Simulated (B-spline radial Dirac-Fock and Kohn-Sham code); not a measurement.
Two-hole binding energies of O²⁻

System: oxygen as O²⁻ in the configuration [He] 2s2 2p6, inside a Watson sphere of charge +2 and radius 1.704 Å (a model of the Madelung potential; inside it an electron's potential energy is lowered by 16.9 eV).

Level of theory: ΔSCF Dirac-Fock with Breit, self-energy and vacuum polarisation, finite nucleus, configuration average; a radial atomic solver. U is the two-hole binding energy less the two single-hole energies, the effective repulsion of the holes after relaxation. Each two-hole energy is an average over J within one jj subconfiguration.

```
          holes  E(a) (eV)  E(b) (eV)  E(ab) (eV)  U (eV)
           1s⁻²      532.1      532.1      1151.8    87.7
   1s⁻¹ 2p1/2⁻¹      532.1       5.87       550.6    12.7
   1s⁻¹ 2p3/2⁻¹      532.1       5.85       550.6    12.6
           2s⁻²      24.42      24.42       62.80    14.0
   2s⁻¹ 2p1/2⁻¹      24.42       5.87       40.97    10.7
   2s⁻¹ 2p3/2⁻¹      24.42       5.85       40.95    10.7
        2p1/2⁻²       5.87       5.87           ?       ?
        2p3/2⁻²       5.85       5.85       22.91    11.2
2p1/2⁻¹ 2p3/2⁻¹       5.87       5.85       22.63    10.9
```

Question: Give the missing two-hole energy and U.

Answer: E(ab) = 23.57 eV and U = 11.8 eV.

Values without a named source are computed, but for edge energies of neutral atoms, which are taken from tables.
